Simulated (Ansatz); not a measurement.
The cluster B8Sb8⁺, relaxed as a doublet with UKS PBE-D4/def2-SVP in Ansatz, starting from the GFN1-xTB geometry. Force threshold 0.03 eV/Å.

In the def2 sets Sb takes a core potential; there is no spin–orbit coupling. The structure comes from a short search, and lower isomers may exist.

Start:

```xyz
16

B     0.1229   -0.8845    2.1356
B     0.9951    2.4384   -0.9053
B     1.0731   -1.4866    0.0576
B     1.4168   -0.0886   -0.7754
B    -0.1604   -0.3137    0.5944
B     1.5679    1.3466    0.0199
B    -1.6602    0.1831    0.1197
B    -0.0071   -2.1341   -0.9389
Sb   -0.8175    2.1264    0.7244
Sb    0.6604   -0.8966   -2.7310
Sb    2.1256   -1.7854    2.0388
Sb   -2.1313   -1.0266    2.0474
Sb    1.4798    0.9873    2.2720
Sb   -1.7141    0.4501   -2.1835
Sb   -2.2001   -2.0224   -0.5245
Sb   -0.7511    3.1063   -1.9511
```

Task: Estimate the energy that the relaxation releases and the steps that it takes.

Result: 423.2 kJ/mol, in 40 steps; 2.4 min on 2 threads of AMD EPYC 7R13 on a shared host and a share (18 GiB) of an NVIDIA H100 80GB HBM3. No frequencies were taken in this run, so the end may be a saddle point.

Task: Does the start keep its bonding?

Result: Bonds lost: B4–Sb10, B5–Sb9, B5–Sb12, B7–Sb9, Sb9–Sb13, Sb14–Sb15, Sb14–Sb16 (atoms count from 1). Bonds formed: B1–B3, B2–B4, B3–Sb15, B4–B8, B5–B6, B5–B8, B7–B8, Sb10–Sb16 (atoms count from 1).

Task: Predict the relaxed structure.

Result: 
Cartesian coordinates in Å:
```
B 0.164 -1.229 1.972
B 1.498 1.558 -1.009
B 0.865 -1.469 0.322
B 1.194 0.000 -0.483
B -0.109 -0.033 0.746
B 0.831 1.430 0.505
B -1.744 -0.481 0.114
B -0.338 -0.816 -0.870
Sb -0.630 2.953 -0.458
Sb -0.634 0.110 -2.947
Sb 2.418 -1.697 1.980
Sb -2.046 -1.855 1.986
Sb 1.199 0.871 2.693
Sb -2.770 1.039 -1.261
Sb -0.922 -2.974 -0.418
Sb 1.024 2.592 -2.871
```
Bond lengths: 14 × B–B 1.66 to 1.81 Å; 14 × B–Sb 2.18 to 2.60 Å; 6 × Sb–Sb 2.88 to 2.99 Å.
